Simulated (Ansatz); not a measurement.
`CB([SiH3])CF` + `C[S][Sn][OH]` → `C[S][Sn][O][SiH3]` + `CBCF`  (cleavage of the Si–B bond)

Program: Ansatz. Geometries: PBE0-D4/def2-TZVP. ΔE: electronic, gas phase. CCSD(T)/CBS adds triple-zeta CCSD(T) − MP2 to the extrapolated MP2 energy (def2 sets, frozen cores). DFT in def2-TZVPP. Elements past krypton have def2 core potentials. For Sn outer-core shells are correlated without core-valence functions, which leaves a few kJ/mol of doubt a bond. One conformer a species, not always the lowest.

`CB([SiH3])CF`:

Z-matrix (Å, degrees):
```
C
B 1 1.560
H 1 1.093 2 115.5
H 1 1.097 2 109.6 3 -122.9
H 1 1.097 2 109.8 3 123.2
Si 2 2.026 1 122.6 3 -179.5
C 2 1.558 1 118.2 3 0.5
H 6 1.490 2 110.2 1 119.7
H 6 1.490 2 110.4 1 -121.1
H 6 1.491 2 112.2 1 -0.6
F 7 1.390 2 115.7 1 179.9
H 7 1.101 2 109.6 1 57.6
H 7 1.101 2 109.6 1 -57.9
```

`C[S][Sn][OH]`:

Cartesian coordinates in Å:
```
C 0.754 -0.468 0.656
S -0.936 -0.464 1.315
Sn -2.295 0.633 -0.389
O -0.873 1.010 -1.715
H 0.816 -1.029 -0.277
H 1.388 -0.961 1.393
H 1.126 0.547 0.509
H 0.019 0.732 -1.494
```

`C[S][Sn][O][SiH3]`:

Cartesian coordinates in Å:
```
C -1.165 -1.666 -1.025
S 0.309 -1.769 -2.077
Sn 1.834 -0.084 -1.264
O 0.651 0.578 0.196
Si 0.683 1.704 1.374
H -1.048 -0.886 -0.273
H -2.026 -1.445 -1.655
H -1.312 -2.629 -0.539
H 0.540 1.060 2.708
H 1.967 2.466 1.362
H -0.433 2.672 1.192
```

`CBCF`:

Z-matrix (Å, degrees):
```
C
B 1 1.556
H 1 1.097 2 109.4
H 1 1.092 2 115.7 3 122.9
H 1 1.097 2 109.5 3 -114.0
C 2 1.557 1 120.1 3 -122.6
H 2 1.198 1 120.2 3 57.3
F 6 1.387 2 115.7 1 -180.0
H 6 1.101 2 109.7 1 -57.4
H 6 1.101 2 109.5 1 57.6
```

```csv
level,ΔE (kJ/mol)
r2SCAN,-116.1
MP2/def2-TZVPP,-131.6
CCSD(T)/def2-TZVPP,-123.4
HF/def2-QZVPP,-153.6
MP2/def2-QZVPP,-132.3
SCS-MP2/def2-QZVPP,-135.8
HF/CBS(def2),-153.9
MP2/CBS(def2),-131.6
```

Task: What does CCSD(T)/CBS give? (Best estimate.)

Result: Computed: -123.4 kJ/mol. The listed levels differ from it by 7.3, -8.2, 0.0, -30.2, -8.9, -12.4, -30.5, -8.2 kJ/mol.

Largest T1 diagnostic among the species: 0.016.

From PBE to PBE0 (25 % exact exchange), in def2-TZVPP and without D4, ΔE moves by −9.7 kJ/mol. In def2-TZVPP, CCSD(T) changes the Hartree–Fock value by +28.1 kJ/mol (the triples alone add +3.3 kJ/mol) and MP2 by +20.0 kJ/mol.
